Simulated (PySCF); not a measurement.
C7H2F4N2O2, SMILES Fc1ccc(-c2nnc(C(F)(F)F)o2)o1.

Coordinates come from a B3LYP-D3(BJ)/def2-SVP optimisation. This is a generated structure with no PubChem entry under its InChIKey; it may be hypothetical. The values are those of a single conformer.

Computed with PBE/def2-SVP run with PySCF.

Symmetry labels are those of the subgroup Cs that the program uses (full group Cs).

Computed valence orbital energies around the gap with their symmetry:
```json
[
 {"orbital": "HOMO−7", "symmetry": "A'", "energy (eV)": "-9.86"},
 {"orbital": "HOMO−6", "symmetry": "A\"", "energy (eV)": "-9.71"},
 {"orbital": "HOMO−5", "symmetry": "A\"", "energy (eV)": "-9.11"},
 {"orbital": "HOMO−4", "symmetry": "A\"", "energy (eV)": "-8.26"},
 {"orbital": "HOMO−3", "symmetry": "A'", "energy (eV)": "-8.12"},
 {"orbital": "HOMO−2", "symmetry": "A\"", "energy (eV)": "-7.75"},
 {"orbital": "HOMO−1", "symmetry": "A'", "energy (eV)": "-6.64"},
 {"orbital": "HOMO", "symmetry": "A\"", "energy (eV)": "-6.01"},
 {"orbital": "LUMO", "symmetry": "A\"", "energy (eV)": "-2.68"},
 {"orbital": "LUMO+1", "symmetry": "A\"", "energy (eV)": "-1.47"},
 {"orbital": "LUMO+2", "symmetry": "A\"", "energy (eV)": "-0.37"},
 {"orbital": "LUMO+3", "symmetry": "A'", "energy (eV)": "0.81"}
]
```
